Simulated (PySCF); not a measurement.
Working out the ionisation energy of Si²⁺

Si²⁺ [Ne] 3s2 (1S) → Si³⁺ [Ne] 3s1 (2S). Calculation: PySCF 2.14, in x2c-TZVPPall with one added diffuse shell each of s, p, d type (6s6p4d1f, 51 functions); the spin-free X2C one-electron Hamiltonian (Gaussian nucleus). Frozen: 1s2. Energies in hartree (1 hartree = 27.21139 eV):

| part | Si²⁺ (lower) | Si³⁺ (upper) |
| --- | --- | --- |
| UHF | -288.592504 | -287.414981 |
| CCSD correlation | -0.198578 | -0.149560 |
| (T) | -0.002013 | -0.000839 |

What does Hartree-Fock give?

(-287.414981) − (-288.592504) = 1.177523 hartree = 32.042 eV.

What do CCSD and CCSD(T) give?

The CCSD correlation energies differ by 0.049018 hartree = 1.334 eV and the triples by 0.001174 hartree = 0.032 eV, so CCSD gives 33.376 eV and CCSD(T) 33.408 eV.

Measured between the centres of the two terms (NIST): 33.493 eV, so CCSD(T) (valence and next inner shell) is off by -0.085 eV.

What remains against the reference includes basis incompleteness, the frozen core and higher excitations.
